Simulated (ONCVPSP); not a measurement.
## Potentials for He compared

Generated with ld1.x 7.5 (TM, RRKJ, ultrasoft, PAW), atompaw 4.2 or ONCVPSP 4.0.1. The cutoff is in Ry: for ld1.x and atompaw files where the sum of valence levels is converged to 10 mRy in a Bessel basis, for ONCV files where the hardest occupied wave has 1 mHa per electron of residual kinetic energy. The error is the largest all-electron minus pseudo excitation energy over each file’s own four to seven test configurations (ionisations up to +4, promotions, holes and added fractions of an electron), all of which were solved. The labels leave out finer settings (local radius, basis sizes, second energies), which also bear on the numbers. Spin-polarised tests are not counted. The rows are a selection from randomly drawn settings: files with unsolved tests, undetermined cutoffs or missed reference levels are left out.

A true bound ghost makes a file unfit for plane-wave use even where its test errors are small: the radial tests pick states by their node count and pass the ghost by.

```tsv
potential	cutoff (Ry)	largest error (meV)	bound ghosts
ONCV, LDA (Perdew-Wang 92), scalar-relativistic, rc 0.50/0.45 (sp), local smoothed, core correction no, reference 1s2, qcut 16.6/19.3, projectors 2/2	175	+1.4	none
ONCV, PBE, non-relativistic, rc 0.60/0.55 (sp), local smoothed, core correction no, reference 1s2, qcut 8.4/14.5, projectors 1/3	401	+14	none
ONCV, LDA (Perdew-Zunger), non-relativistic, rc 0.60 (s), local smoothed, core correction no, reference 1s2, qcut 9.6, projectors 1	261	+11	none
ONCV, PBEsol, scalar-relativistic, rc 0.55/0.60 (sp), local smoothed, core correction no, reference 1s2, qcut 9.3/16, projectors 2/2	480	+12	none
ONCV, PBE, scalar-relativistic, rc 0.40/0.45 (sp), local smoothed, core correction no, reference 1s2, qcut 16.2/19.9, projectors 2/2	237	-0.7	none
ONCV, PBEsol, scalar-relativistic, rc 0.45/0.40 (sp), local smoothed, core correction no, reference 1s2, qcut 12.6/20.7, projectors 1/2	215	+2.0	none
```

Problem. Fill in the row for He: ONCV, Wu-Cohen, scalar-relativistic, rc 0.40/0.40 (sp), local smoothed, core correction no, reference 1s0.5, qcut 14.7/18.8, projectors 2/3.

Solution. cutoff 228 Ry, largest error +14 meV, bound ghosts: p.
